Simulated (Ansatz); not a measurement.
Consider the cleavage of the Sb–Si bond: `[NH2][SbH][SiH3]` + H₂S → `[NH2][SbH][SH]` + SiH₄.

Program: Ansatz. Geometries: PBE0-D4/def2-TZVP. ΔE: electronic, gas phase. CCSD(T)/CBS adds triple-zeta CCSD(T) − MP2 to the extrapolated MP2 energy (def2 sets, frozen cores). This one scheme is used for every species. Elements past krypton have def2 core potentials. For Sb outer-core shells are correlated without core-valence functions, which leaves a few kJ/mol of doubt a bond. Each species was taken in one conformer, which may not be the lowest.

```
           species  MP2/CBS(def2) energy (Eh)
`[NH2][SbH][SiH3]`                 -587.34271
               H₂S                 -398.94045
  `[NH2][SbH][SH]`                 -694.86768
              SiH₄                 -291.42938
```

Work out ΔE.

ΔE = (-694.86768) + (-291.42938) − (-587.34271) − (-398.94045) = -0.01390 Eh = -36.5 kJ/mol. CCSD(T)/CBS gives -31.8 kJ/mol.

What do rigid-rotor, harmonic-oscillator terms from PBE0-D4/def2-TZVP frequencies (298.15 K, 1 bar) make of the CCSD(T)/CBS value? (Estimate.)

Ansatz gave: ΔZPE = +1.1 kJ/mol, ΔH = -32.1 kJ/mol, ΔS = -15 J/(mol·K), ΔG = -27.5 kJ/mol.

Largest T1 diagnostic among the species: 0.014.

In def2-TZVPP, CCSD(T) changes the Hartree–Fock value by +11.2 kJ/mol (the triples alone add −0.0 kJ/mol) and MP2 by +6.6 kJ/mol. At CCSD(T), def2-SVP lies +10.3 kJ/mol from the extrapolated value and def2-TZVPP +3.7 kJ/mol. Leaving LDA and LC-ωPBE aside and taking each functional with its dispersion term where it has one, the values, not all of them listed here, spread over 9.1 kJ/mol, from BLYP-D4 to PBE0-D4.
